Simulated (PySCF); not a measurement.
## Steps of a relaxation of [Au3]−

[Au3]− (triplet). PySCF 2.14.0, UKS PBE0, Au def2-SVP with ECP60; non-relativistic Hamiltonian with scalar-relativistic core potentials where named; density fitting; no spin-orbit coupling. Origin of the start: template. Columns: position (Å) and force (eV/Å). Energies are counted from the last step; some of the 5 steps are shown. Forces carry noise of the integration grid, about 0.01 to 0.03 eV/Å.

Run from Python with OMP_NUM_THREADS=2. Where DIIS fails, smearing, a level shift and second-order steps follow.
It took 63 s on 2 threads of AMD EPYC (Zen 3) (shared host), from the converged density of the start.

```xyz
3
step 0  E = 0.096 eV
Au    1.5290    0.0000    0.0000     1.07    0.00    0.00
Au   -0.7645    1.3242    0.0000    -0.53    0.94    0.00
Au   -0.7645   -1.3242    0.0000    -0.53   -0.94    0.00
```

```xyz
3
step 1  E = 0.032 eV
Au    1.5551    0.0000    0.0000     0.57    0.00    0.00
Au   -0.7775    1.3468    0.0000    -0.28    0.51    0.00
Au   -0.7776   -1.3467    0.0000    -0.28   -0.51    0.00
```

```xyz
3
step 3  E = 0.000 eV
Au    1.5930    0.0000    0.0000     0.01    0.00    0.00
Au   -0.7965    1.3796    0.0000    -0.01    0.02    0.00
Au   -0.7965   -1.3795    0.0000    -0.01   -0.02    0.00
```

**Question.** Where does the relaxation end?

**Answer.** It converges at step 4 in D3h:
```xyz
3
step 4  E = 0
Au    1.5944    0.0000    0.0000
Au   -0.7972    1.3808    0.0000
Au   -0.7972   -1.3808    0.0000
```

Open shells may have lower solutions than the one found.
